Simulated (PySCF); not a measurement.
C2H4ClNOSi, SMILES C[Si@@H](Cl)OC#N.

Coordinates come from a PBE0-D3(BJ)/def2-SVP optimisation. The structure was generated by enumeration; whether it is a known compound was not checked. The values are those of a single conformer.

Level of theory: SMD-ωB97X/def2-SVP run with PySCF.

Solvation free energies are E(SMD) − E(gas) at the gas-phase geometry, for 1 M in both phases. In vacuum the dipole moment is 4.78 D.

Estimate the solvation free energies in water, ethylethanoate, 2-propanol. (An estimate is asked for; the answer gives what the named calculation found.)


```json
[
 {"solvent": "water", "ΔG(solv) (kcal/mol)": "-2.1", "its non-electrostatic (CDS) part": "6.0", "dipole (D)": "5.88"},
 {"solvent": "ethylethanoate", "ΔG(solv) (kcal/mol)": "-5.1", "its non-electrostatic (CDS) part": "0.9", "dipole (D)": "5.64"},
 {"solvent": "2-propanol", "ΔG(solv) (kcal/mol)": "-5.2", "its non-electrostatic (CDS) part": "2.3", "dipole (D)": "5.82"}
]
```
